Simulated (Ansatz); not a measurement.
Breaking a bond: SBe, lowest singlet found (which spin is the ground state isn't settled by this scan).

- RKS-PBE = restricted PBE/cc-pVDZ (Ansatz, a quantum-chemistry and plane-wave program)
- UKS-PBE = unrestricted PBE/cc-pVDZ (Ansatz)
- UKS-CAM-B3LYP = unrestricted CAM-B3LYP/cc-pVDZ in Ansatz
- FCI = full CI/cc-pVDZ, frozen core run with Ansatz

Energies relative to the lowest point of each curve between 1.45 and 2.16 Å, where full CI is lowest, in kJ/mol; the last columns give the error against full CI:

```json
[
 {"R / Å": "1.45", "RKS-PBE": "199.3", "UKS-PBE": "199.3", "UKS-CAM-B3LYP": "178.6", "FCI": "213.3", "RKS-PBE − FCI": "-14.0", "UKS-PBE − FCI": "-14.0", "UKS-CAM-B3LYP − FCI": "-34.7"},
 {"R / Å": "1.55", "RKS-PBE": "78.7", "UKS-PBE": "78.7", "UKS-CAM-B3LYP": "64.8", "FCI": "86.5", "RKS-PBE − FCI": "-7.9", "UKS-PBE − FCI": "-7.9", "UKS-CAM-B3LYP − FCI": "-21.8"},
 {"R / Å": "1.66", "RKS-PBE": "15.7", "UKS-PBE": "15.7", "UKS-CAM-B3LYP": "9.5", "FCI": "18.7", "RKS-PBE − FCI": "-3.0", "UKS-PBE − FCI": "-3.0", "UKS-CAM-B3LYP − FCI": "-9.2"},
 {"R / Å": "1.75", "RKS-PBE": "0.0", "UKS-PBE": "0.0", "UKS-CAM-B3LYP": "0.0", "FCI": "0.0", "RKS-PBE − FCI": "0.0", "UKS-PBE − FCI": "0.0", "UKS-CAM-B3LYP − FCI": "0.0"},
 {"R / Å": "1.84", "RKS-PBE": "5.3", "UKS-PBE": "5.3", "UKS-CAM-B3LYP": "11.3", "FCI": "2.9", "RKS-PBE − FCI": "2.4", "UKS-PBE − FCI": "2.4", "UKS-CAM-B3LYP − FCI": "8.4"},
 {"R / Å": "1.89", "RKS-PBE": "14.5", "UKS-PBE": "14.4", "UKS-CAM-B3LYP": "23.8", "FCI": "11.0", "RKS-PBE − FCI": "3.5", "UKS-PBE − FCI": "3.4", "UKS-CAM-B3LYP − FCI": "12.8"},
 {"R / Å": "1.98", "RKS-PBE": "38.9", "UKS-PBE": "37.1", "UKS-CAM-B3LYP": "53.4", "FCI": "33.4", "RKS-PBE − FCI": "5.5", "UKS-PBE − FCI": "3.7", "UKS-CAM-B3LYP − FCI": "20.0"},
 {"R / Å": "2.03", "RKS-PBE": "55.4", "UKS-PBE": "52.1", "UKS-CAM-B3LYP": "61.6", "FCI": "48.9", "RKS-PBE − FCI": "6.5", "UKS-PBE − FCI": "3.2", "UKS-CAM-B3LYP − FCI": "12.8"},
 {"R / Å": "2.10", "RKS-PBE": "80.7", "UKS-PBE": "73.6", "UKS-CAM-B3LYP": "72.7", "FCI": "72.7", "RKS-PBE − FCI": "8.0", "UKS-PBE − FCI": "0.9", "UKS-CAM-B3LYP − FCI": "-0.1"},
 {"R / Å": "2.16", "RKS-PBE": "103.7", "UKS-PBE": "91.8", "UKS-CAM-B3LYP": "84.6", "FCI": "94.4", "RKS-PBE − FCI": "9.3", "UKS-PBE − FCI": "-2.7", "UKS-CAM-B3LYP − FCI": "-9.8"}
]
```

RKS-PBE is furthest from FCI at 1.45 (-14.0 kJ/mol, below); its mean absolute error over the points is 6.0 kJ/mol.

UKS-PBE is furthest from FCI at 1.45 (-14.0 kJ/mol, below); its mean absolute error over the points is 4.1 kJ/mol.

UKS-CAM-B3LYP is furthest from FCI at 1.45 (-34.7 kJ/mol, below); its mean absolute error over the points is 13.0 kJ/mol.

The scan ran from 1.45 to 6.81 Å; beyond the distances shown full CI changes its symmetry label. The restricted form behind RKS-PBE keeps the bonding electrons paired and can't separate into open-shell fragments. The unrestricted determinant behind UKS-PBE is spin-contaminated at 1.89 to 2.16 Å (<S²> up to 0.6, against 0.00 for a pure singlet). The unrestricted determinant behind UKS-CAM-B3LYP is spin-contaminated at 1.98 to 2.16 Å (<S²> up to 1.0, against 0.00 for a pure singlet). Also computed but left out beside FCI, since their determinant holds another spin at the minimum (<S²> over 0.7 above the pure value): UHF, UHF/STO-3G.
